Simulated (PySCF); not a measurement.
# Magnetic susceptibility: `[C@H]1(N)CCC(=C)C1`, C6H11N

Cartesian coordinates in Å; atom numbers follow the order of the lines, from 1:
```xyz
18

C    -2.221    0.925   -0.121
C    -1.066    0.287   -0.189
C    -0.770   -1.051    0.438
C     0.652   -1.399   -0.012
C     1.319   -0.043   -0.276
N     1.859    0.485    0.965
C     0.172    0.792   -0.878
H    -2.368    1.889   -0.579
H    -3.070    0.505    0.392
H    -0.824   -0.970    1.527
H    -1.496   -1.805    0.133
H     1.204   -1.964    0.736
H     0.624   -1.976   -0.937
H     2.159   -0.136   -0.973
H     1.113    0.609    1.641
H     2.287    1.391    0.809
H     0.099    0.604   -1.952
H     0.318    1.864   -0.736
```

The calculation used GIAO wB97X-D/pcSseg-1 magnetisability, rotational g tensor and spin-rotation constants, non-relativistic, gas phase (PySCF). Geometry: GFN2-xTB.

**Question.** What are the magnetisability and the molar susceptibility?

**Answer.** Isotropic -1168 × 10⁻³⁰ J/T², or -70.3 × 10⁻⁶ cm³/mol; principal values -1309, -1128, -1068 × 10⁻³⁰ J/T², anisotropy 217 × 10⁻³⁰ J/T² (root of half the summed squared differences of the principal values). The susceptibility is in cgs units.

**Question.** Split it along the inertial axes a, b, c into diamagnetic and paramagnetic parts about the centre of mass, with the quadrupole moment.

**Answer.** 
```
axis  χ (10⁻⁶ cm³/mol)  diamagnetic (10⁻⁶ cm³/mol)  paramagnetic (10⁻⁶ cm³/mol)  summed x² of all electrons (Å²)  quadrupole Θ (D Å)
   a             -69.3                      -389.8                        320.4                            121.8               -6.87
   b             -66.4                      -654.9                        588.6                             59.3               +5.21
   c             -75.3                      -768.4                        693.0                             32.6               +1.65
```
Anisotropies 2χaa − χbb − χcc = +3.1 and 2χbb − χaa − χcc = +11.9 × 10⁻⁶ cm³/mol. Θ is traceless in Buckingham's convention.

**Question.** And the rotational g tensor?

**Answer.** 
```tsv
axis	rotational constant (GHz)	g	nuclear part	electronic part
a	4.4390	-0.0124	0.6559	-0.6683
b	2.2310	-0.0168	0.6001	-0.6169
c	1.8616	-0.0043	0.6018	-0.6061
```
Asymmetric top; isotopes 12C, 1H, 14N; no vibrational averaging.
